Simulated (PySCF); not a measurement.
Geometry:
| atom | x (Å) | y (Å) | z (Å) |
| --- | --- | --- | --- |
| C1 | 3.380 | -0.338 | -0.092 |
| O2 | 1.980 | -0.550 | -0.174 |
| C3 | 1.213 | 0.439 | 0.272 |
| O4 | 1.642 | 1.474 | 0.727 |
| C5 | -0.244 | 0.136 | 0.153 |
| C6 | -1.163 | 1.089 | 0.587 |
| C7 | -2.513 | 0.801 | 0.474 |
| C8 | -2.888 | -0.420 | -0.063 |
| C9 | -1.889 | -1.299 | -0.465 |
| N10 | -0.602 | -1.034 | -0.362 |
| H11 | 3.668 | 0.540 | -0.675 |
| H12 | 3.847 | -1.233 | -0.493 |
| H13 | 3.682 | -0.180 | 0.946 |
| H14 | -0.803 | 2.020 | 0.996 |
| H15 | -3.256 | 1.514 | 0.798 |
| H16 | -3.928 | -0.686 | -0.170 |
| H17 | -2.132 | -2.264 | -0.890 |

[PySCF 2.14: GIAO PBE0/pcSseg-1 shieldings; GFN2-xTB structure; in vacuum; one computed conformer; no relativistic terms; rapidly exchanging positions averaged]

Scale: 13C (σ = 186.93 ppm) against TMS (reference shieldings calculated alike).

Task: Do the 13C shifts follow the atomic charges (in e)? Tabulate both.

Result: 
| atoms | hybridisation | δ (ppm) | σ para (ppm) | Hirshfeld | IAO | Mulliken | ESP-fitted |
| --- | --- | --- | --- | --- | --- | --- | --- |
| C3 | sp2 | 173.4 | -237 | +0.20 | +0.51 | +0.59 | +0.62 |
| C9 | sp2 | 154.9 | -217 | +0.02 | -0.01 | +0.15 | +0.60 |
| C5 | sp2 | 153.6 | -221 | +0.04 | +0.07 | -0.03 | +0.57 |
| C7 | sp2 | 142.1 | -208 | -0.03 | -0.12 | +0.00 | +0.36 |
| C6 | sp2 | 131.9 | -199 | -0.04 | -0.16 | -0.03 | -0.64 |
| C8 | sp2 | 131.7 | -203 | -0.04 | -0.17 | -0.16 | -0.65 |
| C1 | sp3 | 54.3 | -108 | -0.03 | -0.21 | -0.03 | -0.23 |

Correlation coefficients of δ with charge over these carbons: Hirshfeld +0.58, IAO +0.66, Mulliken +0.49, ESP-fitted +0.54; with the paramagnetic shielding -0.99. Among the 6 sp2 carbons alone: Hirshfeld +0.94, IAO +0.94, Mulliken +0.89, ESP-fitted +0.85. With so few points, grouped by hybridisation, these coefficients are fragile. Charge is one influence among several: hybridisation and low-lying excitations act through the paramagnetic term.

Shifts are as computed. Against solution values, carbons near 30 ppm lie about +3 ppm off and those near 130 ppm about +5 ppm. Of 1211 compounds with measured shifts, 218 miss one by over three times the rms of a fit or turn the order of signals round; such compounds aren't used in these exercises.
